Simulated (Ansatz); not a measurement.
Mulliken charges of CH₄BBrSi, SMILES `Br[SiH]1BC1` from PBE/def2-TZVPP in Ansatz (PBE0-D4/def2-TZVP geometry).

| atom | x (Å) | y (Å) | z (Å) | charge (e) |
| --- | --- | --- | --- | --- |
| Br1 | -1.946 | 1.950 | -0.817 | -0.168 |
| Si2 | -0.026 | 0.879 | -0.551 | 0.146 |
| B3 | 0.528 | 0.122 | 1.086 | -0.001 |
| C4 | 0.220 | -1.007 | 0.177 | -0.234 |
| H5 | 0.614 | 0.791 | -1.880 | -0.023 |
| H6 | 0.337 | 0.278 | 2.245 | 0.030 |
| H7 | 0.684 | -1.169 | -0.803 | 0.144 |
| H8 | -0.318 | -1.901 | 0.488 | 0.106 |

Task: By hand: the dipole of these point charges (1 e Å = 4.8032 D).

Result: Σ q r = (0.332, -0.343, 0.061) e Å, of length 0.481 e Å = 2.31 D.

Task: How does the dipole of the full density compare? (An estimate is asked.)

Result: Ansatz gave: (0.109, -0.200, -0.160) e Å, 1.34 D; the point charges give 1.72 times that, at 45° from its direction.

Point charges leave out the atoms' own dipoles, such as those of lone pairs, and Mulliken's split depends on the basis, so the two needn't agree.
